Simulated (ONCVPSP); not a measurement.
**Cr (Z = 24): excitation energies, all-electron against ONCV**

Cr (Z = 24), optimised norm-conserving Vanderbilt (ONCV), made with ONCVPSP 4.0.1 (PBEsol, fully relativistic). Core [Ne], reference 3s2 3p6 3d5 4s0.5 (charge +0.5). Waves: 3s+4s: rc 1.20 bohr, ncon 4, nbas 8, qcut 11.5 1/bohr, 2 projectors; 3p: rc 1.10 bohr, ncon 4, nbas 7, qcut 15.3 1/bohr, 2 projectors, debl 3.7 Ha; 3d: rc 2.05 bohr, ncon 4, nbas 8, qcut 6 1/bohr, 2 projectors, debl 0.5 Ha. Local part: polynomial inside 0.75 bohr (lpopt 5, dvloc0 3 Ha). Core correction: none.

Open shells are filled in proportion to 2j + 1.

Energies are relative to the spin-unpolarised reference configuration 3s2 3p6 3d5 4s0.5; without spin polarisation the order of configurations can differ from experiment.

```csv
valence configuration,charge,ΔE all-electron (eV),error AE − PS (meV)
3s2 3p6 3d5 4s1,0,-2.708,+2.7
3s2 3p6 3d4 4s0,+2,20.181,+49
3s2 3p6 3d5.5 4s0.5,0,-1.988,-2.0
```

(1) What are ΔE and the potential's error for 3s2 3p6 3d5 4s0?

Levels in the configuration 3s2 3p6 3d5.5 4s0.5:

```
   level  all-electron (eV)  pseudo (eV)
3s j=1/2            -72.419      -72.427
3p j=3/2            -43.703      -43.707
3p j=1/2            -44.716      -44.720
3d j=5/2             -1.916       -1.919
3d j=3/2             -1.988       -1.991
4s j=1/2             -3.709       -3.698
```

Results:

(1) ΔE = 4.166 eV all-electron; the error (AE − PS) is +4.1 meV.
